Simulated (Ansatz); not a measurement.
CH3BCl2S, SMILES `CSB(Cl)Cl`, relaxed with RKS PBE-D4/def2-SVP in Ansatz from a rough embedded geometry. The force threshold is 0.03 eV/Å; the program also tests the step.

Charge 0, multiplicity 1.

Start:

```xyz
8

C     0.338   -1.036    0.583
S     0.445   -0.563   -1.174
B    -0.295    1.138   -0.889
Cl    0.832    2.598   -0.351
Cl   -2.104    1.440   -1.012
H     0.886   -0.428    1.231
H     0.679   -2.107    0.689
H    -0.781   -1.043    0.922
```

**Question.** By how much does the energy fall, and how many steps does the optimiser take? (Estimate.)

**Answer.** Computed: 25.33 kcal/mol, in 14 steps, 1 of them rejected.

**Question.** Which bonds change most? (An estimate is asked.)

**Answer.** Computed: B3–Cl4 from 1.920 to 1.767 Å; S2–B3 from 1.877 to 1.792 Å; B3–Cl5 from 1.839 to 1.765 Å; C1–H8 from 1.169 to 1.106 Å.

**Question.** Give the relaxed structure. (An estimate is asked.)

**Answer.** Ansatz gave: 
```xyz
8

C     0.489   -1.054    0.631
S    -0.408   -0.646   -0.912
B    -0.614    1.133   -0.838
Cl   -0.021    2.114    0.507
Cl   -1.451    1.904   -2.186
H     1.462   -0.528    0.666
H     0.654   -2.147    0.617
H    -0.112   -0.776    1.516
```
